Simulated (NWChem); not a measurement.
The numbers come from NWChem runs, not from measurements. System: C₂H₄NO, charge 1, spin multiplicity 3, at the geometry of a parent with another charge or spin, in a state set for the comparison that need not be this species' ground state. Its SCF solution wasn't tested for a lower state. Level: UMP2/def2-TZVP, 4 core orbitals frozen.

Input file:

```
start mol
memory heap 200 mb stack 900 mb global 1100 mb
charge 1
geometry units angstroms nocenter noautoz noautosym
  C     -1.441980    -0.278498     0.054328
  N     -0.279939    -0.330053    -0.762784
  C      0.928492    -0.054549    -0.177562
  O      1.071769     0.716270     0.751900
  H     -2.229967     0.306796    -0.447201
  H     -1.845009    -1.307141     0.137304
  H     -1.248556     0.111884     1.068037
  H      1.789889    -0.533048    -0.694452
end
basis spherical
  * library def2-tzvp
end
scf
  uhf
  nopen 2
  maxiter 100
  thresh 1e-7
  semidirect memsize 60000000 filesize 0
  # guess.movecs holds the orbitals of an unrestricted PBE0 run
  vectors input guess.movecs output mol.movecs
end
mp2
  freeze core 4
end
task mp2 energy
```

Part of the output:

```
             Northwest Computational Chemistry Package (NWChem) 7.3.0
             --------------------------------------------------------

                                NWChem Input Module
                                -------------------

 Scaling coordinates for geometry "geometry" by  1.889725989
 (inverse scale =  0.529177249)

                             Geometry "geometry" -> ""
                             -------------------------

 Output coordinates in angstroms (scale by  1.889725989 to convert to a.u.)

  No.       Tag          Charge          X              Y              Z
 ---- ---------------- ---------- -------------- -------------- --------------
    1 C                    6.0000    -1.44198000    -0.27849800     0.05432800
    2 N                    7.0000    -0.27993900    -0.33005300    -0.76278400
    3 C                    6.0000     0.92849200    -0.05454900    -0.17756200
    4 O                    8.0000     1.07176900     0.71627000     0.75190000
    5 H                    1.0000    -2.22996700     0.30679600    -0.44720100
    6 H                    1.0000    -1.84500900    -1.30714100     0.13730400
    7 H                    1.0000    -1.24855600     0.11188400     1.06803700
    8 H                    1.0000     1.78988900    -0.53304800    -0.69445200

 Effective nuclear repulsion energy (a.u.)     113.1197431484

            Nuclear Dipole moment (a.u.)
            ----------------------------
        X                 Y               Z
 ---------------- ---------------- ----------------
     0.0000151178    -0.0000037795    -0.0000075589


 Summary of "ao basis" -> "" (spherical)
 ------------------------------------------------------------------------------
       Tag                 Description            Shells   Functions and Types
 ---------------- ------------------------------  ------  ---------------------
 *                         def2-tzvp                  on all atoms

 Summary of "ao basis" -> "ao basis" (spherical)
 ------------------------------------------------------------------------------
       Tag                 Description            Shells   Functions and Types
 ---------------- ------------------------------  ------  ---------------------
 C                         def2-tzvp                11       31   5s3p2d1f
 N                         def2-tzvp                11       31   5s3p2d1f
 O                         def2-tzvp                11       31   5s3p2d1f
 H                         def2-tzvp                 4        6   3s1p

                                 NWChem SCF Module
                                 -----------------

  ao basis        = "ao basis"
  functions       =   148
  atoms           =     8
  alpha electrons =    16
  beta  electrons =    14
  charge          =   1.00
  wavefunction    = UHF
  use symmetry    = F
  symmetry adapt  = F

 Summary of "ao basis" -> "ao basis" (spherical)
 ------------------------------------------------------------------------------
       Tag                 Description            Shells   Functions and Types
 ---------------- ------------------------------  ------  ---------------------
 C                         def2-tzvp                11       31   5s3p2d1f
 N                         def2-tzvp                11       31   5s3p2d1f
 O                         def2-tzvp                11       31   5s3p2d1f
 H                         def2-tzvp                 4        6   3s1p

 Forming initial guess at       0.2s

 Starting SCF solution at       0.2s

 ----------------------------------------------
         Quadratically convergent UHF

 Convergence threshold     :          1.000E-07
 Maximum no. of iterations :          100
 Integral*density screening:          1.000E-09
 ----------------------------------------------

              iter       energy          gnorm     gmax       time
             ----- ------------------- --------- --------- --------
                 1     -207.0113280614  6.33D-01  9.27D-02      5.5
  ga_iter_lsolve: convergence stagnant ... aborting solve

 Disabled NR: increased maxiter to 110

                 2     -207.0468989840  2.20D-01  3.29D-02     16.9
                 3     -207.0559885519  1.71D-01  1.85D-02     20.0
                 4     -207.0598992152  9.72D-02  2.03D-02     23.0
                 5     -207.0616801251  7.57D-02  1.05D-02     26.0
                 6     -207.0629101616  5.96D-02  9.94D-03     29.0
                 7     -207.0641029584  5.63D-02  9.90D-03     32.2
                 8     -207.0650409000  5.39D-02  9.16D-03     35.4
                 9     -207.0658550948  5.29D-02  1.07D-02     38.4
                10     -207.0666046773  5.12D-02  1.01D-02     41.5
                11     -207.0673585243  3.90D-02  8.22D-03     44.6
                12     -207.0677469676  2.77D-02  7.32D-03     47.8
                13     -207.0679592625  2.31D-02  4.15D-03     50.8
                14     -207.0681198329  1.92D-02  3.92D-03     53.9
                15     -207.0682025042  1.28D-02  2.83D-03     57.0
                16     -207.0682435945  9.48D-03  1.71D-03     60.6
                17     -207.0682654306  6.56D-03  1.08D-03     64.2
                18     -207.0682776958  5.00D-03  1.11D-03     67.1
                19     -207.0682844865  4.13D-03  1.24D-03     70.1
                20     -207.0682906999  4.06D-03  8.88D-04     73.2
                21     -207.0682953279  3.00D-03  6.13D-04     77.4
                22     -207.0682975499  2.01D-03  3.15D-04     80.9
                23     -207.0682985243  1.43D-03  2.19D-04     84.5
[...]
              MO Center=  9.1D-01,  4.2D-01,  3.7D-01, r^2= 2.0D+00
   Bfn.  Coefficient  Atom+Function         Bfn.  Coefficient  Atom+Function
  ----- ------------  ---------------      ----- ------------  ---------------
    36      0.405180  2 N  s                145     -0.360471  8 H  s
    99      0.330994  4 O  px               105      0.316012  4 O  px
   102      0.310602  4 O  px                74      0.282906  3 C  px
     5      0.158054  1 C  s                144     -0.150823  8 H  s

 Vector   16  Occ=0.000000D+00  E=-2.246041D-01
              MO Center=  3.3D-01, -1.7D-01, -2.8D-01, r^2= 2.4D+00
   Bfn.  Coefficient  Atom+Function         Bfn.  Coefficient  Atom+Function
  ----- ------------  ---------------      ----- ------------  ---------------
    75      0.299205  3 C  py                44      0.240890  2 N  py
    72      0.220046  3 C  py                38      0.205946  2 N  py
    74      0.199989  3 C  px                41      0.193407  2 N  py
   107      0.185641  4 O  pz                69      0.166610  3 C  py
    45      0.160677  2 N  pz               106     -0.157119  4 O  py

 Vector   17  Occ=0.000000D+00  E=-7.483205D-02
              MO Center=  3.3D-01, -3.1D-01, -2.0D-01, r^2= 3.0D+00
   Bfn.  Coefficient  Atom+Function         Bfn.  Coefficient  Atom+Function
  ----- ------------  ---------------      ----- ------------  ---------------
    76      0.701101  3 C  pz                98     -0.640605  4 O  s
    67      0.550193  3 C  s                133      0.539281  6 H  s
    44      0.451157  2 N  py               106      0.338540  4 O  py
    73      0.277504  3 C  pz                 5     -0.266566  1 C  s
    38      0.236786  2 N  py                41      0.208280  2 N  py

 center of mass
 --------------
 x =   0.11396767 y =   0.04577742 z =  -0.00225892

 moments of inertia (a.u.)
 ------------------
         115.130843785616         -65.485940305153         -39.705349100137
         -65.485940305153         311.606614835730         -43.746869005164
         -39.705349100137         -43.746869005164         287.750115080274

  Mulliken analysis of the total density
  --------------------------------------

    Atom       Charge   Shell Charges
 -----------   ------   -------------------------------------------------------
    1 C    6     6.25   0.85  1.12  0.48  0.68  0.11  1.24  1.36  0.31  0.03  0.06  0.01
    2 N    7     7.11   0.82  1.16  0.56  0.94  0.19  1.39  1.60  0.38  0.01  0.06  0.00
    3 C    6     5.57   0.86  1.12  0.54  0.56  0.05  1.16  0.99  0.09  0.05  0.14  0.02
    4 O    8     7.93   0.79  1.18  0.62  1.00  0.30  1.77  1.80  0.44  0.00  0.03  0.00
    5 H    1     0.80   0.26  0.46  0.05  0.02
    6 H    1     0.79   0.25  0.46  0.06  0.02
    7 H    1     0.84   0.26  0.48  0.07  0.02
    8 H    1     0.72   0.24  0.41  0.04  0.02

  Mulliken analysis of the alpha density
  --------------------------------------

    Atom       Charge   Shell Charges
 -----------   ------   -------------------------------------------------------
    1 C    6     3.08   0.43  0.56  0.24  0.33  0.05  0.61  0.66  0.14  0.01  0.03  0.00
    2 N    7     4.05   0.41  0.58  0.29  0.49  0.09  0.90  1.02  0.23  0.00  0.03  0.00
    3 C    6     2.68   0.43  0.56  0.26  0.26  0.02  0.54  0.44  0.04  0.03  0.08  0.01
    4 O    8     4.52   0.40  0.59  0.32  0.52  0.14  1.15  1.13  0.25  0.00  0.02  0.00
    5 H    1     0.42   0.13  0.24  0.03  0.01
    6 H    1     0.43   0.14  0.25  0.03  0.01
    7 H    1     0.43   0.13  0.25  0.04  0.01
    8 H    1     0.40   0.13  0.23  0.02  0.01

   Mulliken analysis of the beta density
   -------------------------------------

    Atom       Charge   Shell Charges
 -----------   ------   -------------------------------------------------------
    1 C    6     3.17   0.43  0.56  0.24  0.35  0.06  0.63  0.71  0.16  0.01  0.02  0.00
    2 N    7     3.05   0.41  0.58  0.26  0.45  0.10  0.49  0.58  0.15  0.00  0.03  0.00
    3 C    6     2.89   0.43  0.56  0.28  0.30  0.03  0.62  0.55  0.05  0.02  0.05  0.01
    4 O    8     3.41   0.40  0.59  0.29  0.49  0.15  0.62  0.66  0.19  0.00  0.02  0.00
    5 H    1     0.38   0.12  0.22  0.02  0.01
    6 H    1     0.36   0.12  0.21  0.03  0.01
    7 H    1     0.41   0.13  0.24  0.03  0.01
    8 H    1     0.31   0.11  0.18  0.01  0.01

   Mulliken analysis of the spin density
   -------------------------------------

    Atom       Charge   Shell Charges
 -----------   ------   -------------------------------------------------------
    1 C    6    -0.10  -0.00  0.00 -0.00 -0.01 -0.00 -0.02 -0.05 -0.02  0.00  0.01  0.00
    2 N    7     1.00   0.00 -0.00  0.03  0.05 -0.01  0.40  0.44  0.09 -0.00  0.00 -0.00
    3 C    6    -0.22  -0.00  0.00 -0.02 -0.03 -0.00 -0.09 -0.10 -0.02  0.01  0.03  0.00
    4 O    8     1.10   0.00 -0.00  0.03  0.03 -0.01  0.53  0.47  0.06 -0.00 -0.00 -0.00
    5 H    1     0.03   0.01  0.02  0.01 -0.00
    6 H    1     0.06   0.02  0.04  0.01  0.00
    7 H    1     0.02   0.01  0.01  0.00 -0.00
    8 H    1     0.09   0.03  0.05  0.01 -0.00

       Multipole analysis of the density wrt the origin
       ------------------------------------------------

     L   x y z        total         alpha         beta         nuclear
     -   - - -        -----         -----         ----         -------
     0   0 0 0      1.000000    -16.000000    -14.000000     31.000000

     1   1 0 0      0.577349     -0.456213      1.033547      0.000015
     1   0 1 0     -0.381088     -0.418789      0.037705     -0.000004
     1   0 0 1      0.012359     -0.019087      0.031454     -0.000008

     2   2 0 0     -7.262118    -79.658497    -72.324214    144.720593
     2   1 1 0      0.059880    -18.519401    -15.444263     34.023544
     2   1 0 1     -1.249694    -10.401115     -7.453411     16.604833
     2   0 2 0    -14.723501    -22.809268    -18.516900     26.602667
     2   0 1 1      0.279874    -12.612248     -9.288302     22.180424
     2   0 0 2    -16.155168    -29.501852    -24.665122     38.011806

                   NWChem MP2 Semi-direct Energy/Gradient Module
                   ---------------------------------------------

  Basis functions       =    148
  Molecular orbitals    =    148
  Frozen core           =      4
  Frozen virtuals       =      0
  Active alpha occupied =     12
  Active beta occupied  =     10
  Active alpha virtual  =    132
  Active beta virtual   =    134
  Use MO symmetry       = F
  Use skeleton AO sym   = F

  AO/Fock/Back tols     =   1.0D-09  1.0D-09  1.0D-09

 GA uses MA = F    GA memory limited = T

 Available:
  local mem=  1.26D+08
 global mem=  1.44D+08
 local disk=  0.00D+00
  mp2_memr nvloc                   132
  nvloc new                   132
   1 passes of  12:        5242880                     123852                  58519726.
   1 passes of  12: M    126151280           G      144135392           F     120908400.

 Semi-direct pass number   1 of   1  for UHF alpha       at      197.1s
  vrange nnbf                 10859
  mp2_eaftype                   223  avail_ma_in_mb                  1099
 EAF : mp2_eaftype filesize         223   29259863.
  mp2_eaf for mointskh                    223
Node 0 wrote    137.6 Mb in      0.1 s     Agg I/O rate:  2714.8 Mb/s
 Done moints_semi at      207.4s
  mp2_eaftype                   223  avail_ma_in_mb                   876
 EAF : mp2_eaftype filesize         223   29259863.
  mp2_eaf for kh                   223
 Done maket at      208.1s
 Done multipass loop at      208.1s

 GA uses MA = F    GA memory limited = T

 Available:
  local mem=  1.26D+08
 global mem=  1.44D+08
 local disk=  0.00D+00
  mp2_memr nvloc                   134
  nvloc new                   134
   1 passes of  10:        5242880                     111657                  49511099.
   1 passes of  10: M    126151280           G      144135392           F     120908400.

 Semi-direct pass number   1 of   1  for UHF beta        at      208.1s
  vrange nnbf                 10859
  mp2_eaftype                   188  avail_ma_in_mb                  1099
 EAF : mp2_eaftype filesize         188   24755550.
  mp2_eaf for mointskh                    188
Node 0 wrote    116.4 Mb in      0.1 s     Agg I/O rate:  1978.8 Mb/s
 Done moints_semi at      218.3s
  mp2_eaftype                   188  avail_ma_in_mb                   911
 EAF : mp2_eaftype filesize         188   24755550.
  mp2_eaf for kh                   188
 Done maket at      219.4s
 Done multipass loop at      219.4s

          -------------------------------------------
          SCF energy                -207.068299737337
          Correlation energy          -0.651410304212
          Singlet pairs                0.000000000000
          Triplet pairs                0.000000000000
          Total MP2 energy          -207.719710041549
          -------------------------------------------

          ---------------------------------------------------
                    Spin Component Scaled (SCS) MP2
          Same spin pairs                     -0.158222980653
          Same spin scaling factor             0.333333333333
          Opposite spin pairs                 -0.493187323560
          Opposite spin scaling fact.          1.200000000000
          SCS-MP2 correlation energy          -0.644565781822
          Total SCS-MP2 energy              -207.712865519159
          ---------------------------------------------------

 -----------------------
 Performance information
 -----------------------

 Timer overhead =  1.26D-07 seconds/call

               Nr. of calls         CPU time (s)                 Wall time (s)                GFlops
             ---------------    -------------------     ------------------------------   -------------------
Name         Min   Avg   Max    Min     Avg     Max     Min     Avg     Max   Mx/calls   Min     Max     Sum
mp2: moin     2     2     2    21.     21.     21.      21.     21.     21.     10.      0.0     0.0     0.0
mp2: make     2     2     2    1.7     1.7     1.7      1.7     1.7     1.7    0.87      0.0     0.0     0.0
mp2: tota     1     1     1    22.     22.     22.      22.     22.     22.     22.      0.0     0.0     0.0

 The average no. of pstat calls per process was 5.00D+00
 with a timing overhead of 6.32D-07s

 Task  times  cpu:      219.3s     wall:      219.3s

 Total times  cpu:      219.4s     wall:      219.4s
```
